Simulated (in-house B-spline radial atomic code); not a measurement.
Inner levels of promethium as electrons are removed. A shift is the extra binding of the orbital against the neutral atom ([Xe] 4f5 6s2). Computed with a radial B-spline atomic code at the basis-set limit: non-relativistic Hartree-Fock, average of the configuration, point nuclei.

This level leaves out relativity, spin-orbit splitting included, which matters for heavy ions.

```
  ion      configuration  shift of 2s (eV)  shift of 2p (eV)  shift of 1s (eV)  radius of 2s (bohr)  radius of 2p (bohr)  radius of 1s (bohr)  Σ<r²> (bohr²)  change of density at nucleus (bohr⁻³)
Pm27+  [Ar] 3d10 4s2 4p4            903.46            905.82            913.92              0.10597             0.090097             0.024879         3.4909                                 240.65
Pm28+  [Ar] 3d10 4s2 4p3            958.87            961.73            973.25              0.10595              0.09008             0.024878         3.1046                                 274.74
Pm29+  [Ar] 3d10 4s2 4p2                 ?                 ?                 ?                    ?                    ?                    ?              ?                                      ?
Pm30+  [Ar] 3d10 4s2 4p1           1072.24           1076.14           1094.95               0.1059             0.090044             0.024877         2.3653                                 345.42
Pm31+      [Ar] 3d10 4s2                 ?                 ?                 ?                    ?                    ?                    ?              ?                                      ?
Pm32+      [Ar] 3d10 4s1           1187.39           1193.09           1218.83              0.10587             0.090007             0.024876         1.6677                                -102.95
Pm33+          [Ar] 3d10           1245.32           1252.31           1281.24              0.10586             0.089988             0.024875         1.3329                                -605.24
Pm34+           [Ar] 3d9           1361.77              1370           1401.87              0.10577             0.089904             0.024876         1.2503                                -533.48
Pm35+           [Ar] 3d8           1480.22           1489.76           1524.85              0.10568             0.089816             0.024876         1.1708                                -459.75
Pm36+           [Ar] 3d7           1600.65            1611.6           1650.17              0.10559             0.089724             0.024876         1.0944                                -384.04
Pm37+           [Ar] 3d6                 ?                 ?                 ?                    ?                    ?                    ?              ?                                      ?
Pm38+           [Ar] 3d5            1847.4           1861.47            1907.8              0.10538             0.089529             0.024877        0.95002                                -226.66
Pm39+           [Ar] 3d4            1973.7           1989.46           2040.11              0.10528             0.089427             0.024877        0.88178                                   -145
Pm40+           [Ar] 3d3           2101.93           2119.49           2174.75              0.10516              0.08932             0.024877        0.81601                                -61.341
Pm41+           [Ar] 3d2           2232.08           2251.55           2311.71              0.10505             0.089211             0.024877        0.75259                                 24.308
Pm42+           [Ar] 3d1           2364.13           2385.61           2450.99              0.10493             0.089097             0.024878         0.6914                                 111.95
Pm43+       [Ne] 3s2 3p6           2498.07           2521.67           2592.59              0.10481             0.088981             0.024878        0.63236                                 201.59
```

Fill in the row of Pm29+.

shift of 2s (eV): 1015.14; shift of 2p (eV): 1018.5; shift of 1s (eV): 1033.6; radius of 2s (bohr): 0.10592; radius of 2p (bohr): 0.090063; radius of 1s (bohr): 0.024877; Σ<r²> (bohr²): 2.7296; change of density at nucleus (bohr⁻³): 309.66.

Fill in the row of Pm31+.

shift of 2s (eV): 1130.18; shift of 2p (eV): 1134.64; shift of 1s (eV): 1157.31; radius of 2s (bohr): 0.10587; radius of 2p (bohr): 0.090025; radius of 1s (bohr): 0.024876; Σ<r²> (bohr²): 2.0113; change of density at nucleus (bohr⁻³): 382.02.

Fill in the row of Pm37+.

shift of 2s (eV): 1723.04; shift of 2p (eV): 1735.51; shift of 1s (eV): 1777.82; radius of 2s (bohr): 0.10549; radius of 2p (bohr): 0.089629; radius of 1s (bohr): 0.024876; Σ<r²> (bohr²): 1.0208; change of density at nucleus (bohr⁻³): -306.34.
